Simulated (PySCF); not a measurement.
State search for SbTe

Unrestricted PBE0; PySCF, scalar-relativistic core potentials, basis sets Sb cc-pVDZ-PP with ECP28, Te cc-pVDZ-PP with ECP28. Outer shells of the fragments: Sb 4d10 5s2 5p3; Te 4d10 5s2 5p4.

Followed along the bond (rough minima from three points):

```json
{"2Ms+1": "2", "unpaired": "π ↑", "⟨S²⟩ at the start": "0.97", "R at minimum (Å)": "2.55", "Te (eV)": "0.00"}
{"2Ms+1": "4", "unpaired": "π ↑↑↑", "⟨S²⟩ at the start": "3.76", "R at minimum (Å)": "none in the scan", "Te (eV)": "≤ 1.01"}
{"2Ms+1": "2", "unpaired": "π ↑↑↓", "⟨S²⟩ at the start": "1.76", "R at minimum (Å)": "none in the scan", "Te (eV)": "≤ 1.35"}
{"2Ms+1": "6", "unpaired": "σ ↑, π ↑↑↑↑", "⟨S²⟩ at the start": "8.75", "R at minimum (Å)": "none in the scan", "Te (eV)": "≤ 3.63"}
```

Solutions found at the starting distance of 2.685 Å, counted from the lowest of them; the search is not exhaustive and high or unbound solutions are not listed, so other states can lie among these:

```tsv
2Ms+1	unpaired	term	E (eV)	⟨S²⟩	⟨Lz²⟩	μ (D)
2	π ↑	²Π	0.00	0.97	1.01	-1.49
4	π ↑↑↑	⁴Π	0.87	3.76	1.00	-0.32
2	π ↑↑↓	mixed	1.22	1.76	3.02	-0.31
4	σ ↑, π ↑↑	⁴Σ⁻	2.05	3.76	0.00	-1.47
2	π ↑	mixed	2.35	0.75	3.01	-0.32
2	σ ↓, π ↑↑	mixed	2.47	1.76	0.00	-1.47
2	σ ↑	mixed	2.70	1.27	0.00	-0.89
4	σ ↑, π ↑↑	mixed	3.54	3.76	2.01	-0.34
2	σ ↓, π ↑↑	mixed	3.93	1.76	2.01	-0.34
4	σ ↑, π ↑↑	mixed	3.98	3.75	2.01	-0.83
4	σ ↑↑, π ↑	⁴Π	4.38	3.94	1.01	-1.04
6	σ ↑, π ↑↑↑↑	⁶Σ⁺	4.52	8.75	0.00	2.92
6	σ ↑↑, π ↑↑↑	⁶Π	4.89	8.75	1.00	0.67
```

A term symbol is given only where ⟨S²⟩ and ⟨Lz²⟩ are close to those of a pure state; real π, δ and φ orbitals otherwise mix terms. A positive dipole means Sb(−)Te(+).

Spin–orbit coupling is left out. Counting both spins, an empty level lies below a filled one in some of these solutions, because spin and occupation are held.
